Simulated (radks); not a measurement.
Q: The mean radii <r> (bohr) of the occupied orbitals of an atom or ion are listed with their occupations. All-electron calculation, scalar-relativistic Kohn-Sham, PBEsol, spin-polarised, spherical densities, finite nucleus; Fermi nuclear charge, rms radius of each element as measured or else 0.836 A^(1/3) + 0.57 fm. Program: a radial shooting solver on a logarithmic mesh with Libxc functionals.

| orbital | occ. | <r> |
|---|---|---|
| 1s up | 1 | 0.02559 |
| 1s down | 1 | 0.02559 |
| 2s up | 1 | 0.1098 |
| 2s down | 1 | 0.1098 |
| 2p up | 3 | 0.09621 |
| 2p down | 3 | 0.09621 |
| 3s up | 1 | 0.2921 |
| 3s down | 1 | 0.2921 |
| 3p up | 3 | 0.2901 |
| 3p down | 3 | 0.2901 |
| 3d up | 5 | 0.2667 |
| 3d down | 5 | 0.2667 |
| 4s up | 1 | 0.6741 |
| 4s down | 1 | 0.6741 |
| 4p up | 3 | 0.7158 |
| 4p down | 3 | 0.7157 |
| 4d up | 5 | 0.8007 |
| 4d down | 5 | 0.8006 |
| 5s up | 1 | 1.637 |
| 5s down | 1 | 1.634 |
| 5p up | 3 | 1.916 |
| 5p down | 3 | 1.905 |
| 6s up | 1 | 4.280 |

Name the element and its charge. Open shells, if any, are filled with parallel spins first.

A: Z = 56, barium, charge +1: Ba+ in [Xe] 6s1. The 1s radius gives Z: for a bare nucleus <r> = (2 gamma + 1)/(2Z) with gamma = sqrt(1 - (Z/c)^2), 0.02523 bohr for Z = 56, and screening makes it slightly larger (0.02559 here). The occupations add up to 55, and the charge is Z minus that.
